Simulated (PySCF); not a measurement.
biphenyl (C12H10), SMILES c1ccc(-c2ccccc2)cc1.

The structure is a stationary point at B3LYP-D3(BJ)/def2-SVP. One conformer was computed; it need not be the lowest.

Method: TDA-LC-ωPBE/def2-SVP in PySCF.

Vertical excitations. Gas-phase values at a fixed geometry. State labels are in the subgroup D2.

```tsv
state	symmetry	energy (eV)	λ (nm)	f	main pairs
S1	B3	5.45	227	0.000	HOMO→LUMO+1 44 %, HOMO−1→LUMO 35 %, HOMO−3→LUMO+2 11 %, HOMO−2→LUMO+3 10 %
S2	B1	5.50	226	0.000	HOMO−2→LUMO 40 %, HOMO→LUMO+2 38 %, HOMO−3→LUMO+1 11 %, HOMO−1→LUMO+3 10 %
S3	B2	5.69	218	0.540	HOMO→LUMO 87 %
S4	A	6.75	184	0.000	HOMO−2→LUMO+1 29 %, HOMO−3→LUMO 26 %, HOMO−1→LUMO+2 24 %, HOMO→LUMO+3 17 %
S5	B3	7.18	173	0.081	HOMO−1→LUMO 47 %, HOMO→LUMO+1 45 %
S6	B2	7.30	170	1.554	HOMO−1→LUMO+1 46 %, HOMO−2→LUMO+2 38 %, HOMO→LUMO 7 %
T1	B2	3.53	351	0	HOMO→LUMO 64 %, HOMO−1→LUMO+1 11 %, HOMO−3→LUMO+3 11 %, HOMO−2→LUMO+2 10 %
T2	A	4.05	306	0	HOMO−2→LUMO+1 27 %, HOMO−1→LUMO+2 26 %, HOMO−3→LUMO 21 %, HOMO→LUMO+3 19 %
```
Triplets are in the Tamm–Dancoff approximation.
